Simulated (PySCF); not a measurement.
**Rhodium: a sound run and one with changed settings**

Sound run: Rh²⁺ [Kr] 4d7, Rh³⁺ [Kr] 4d6. Computed with PySCF 2.14 in def2-SVP with the def2 core potential (28 electrons), with a scalar-relativistic core potential. The sound run starts from symmetry-adapted Hartree-Fock orbitals and uses a fine grid where one is needed.

Changed run: radial step 0.3 in ln r (0.13 in the sound run). This setting is unsound on purpose.

```tsv
species	method	sound run (hartree)	changed run (hartree)	converged
Rh²⁺	UHF	-108.88738	-108.88738	yes
Rh²⁺	M06-L	-109.59967	-109.59411	yes
Rh²⁺	MN15	-109.25985	-109.25988	yes
Rh³⁺	UHF	-107.78273	-107.78273	yes
Rh³⁺	M06-L	-108.43375	-108.43484	yes
Rh³⁺	MN15	-108.10613	-108.10743	yes
```

Ionisation energy of Rh²⁺:

```tsv
method	sound run (eV)	changed run (eV)
UHF	30.059	30.059
M06-L	31.726	31.545
MN15	31.394	31.360
```

A coarse radial grid mis-integrates the density and the exchange-correlation energy, with errors of either sign; Hartree-Fock needs no grid.

For comparison, NIST gives 31.06 eV between the lowest levels.
